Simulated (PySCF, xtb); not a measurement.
Sn(H)(F)2(vinyl) (C2H4F2Sn), SMILES [CH]([SnH]([F])[F])=C. Other conformers were not sampled.

Harmonic wavenumbers (cm⁻¹) from xtb 6.7.1 with GFN2-xTB at its own minimum, in rising order: 28, 84, 94, 117, 242, 353, 391, 406, 421, 471, 472, 881, 955, 986, 1140, 1369, 1395, 1658, 3012, 3045, 3104.

Problem. What does PBE0-D3(BJ)/def2-SVP in PySCF give at its own minimum? (Estimate from the structure and the level; the computed values follow.)

Solution. 43, 120, 133, 181, 276, 482, 528, 583, 590, 643, 645, 994, 997, 1024, 1245, 1415, 1678, 1974, 3139, 3199, 3234. Paired by order, the mean absolute difference is 119 cm⁻¹ and the zero-point energies are 29.5 and 33.1 kcal/mol.
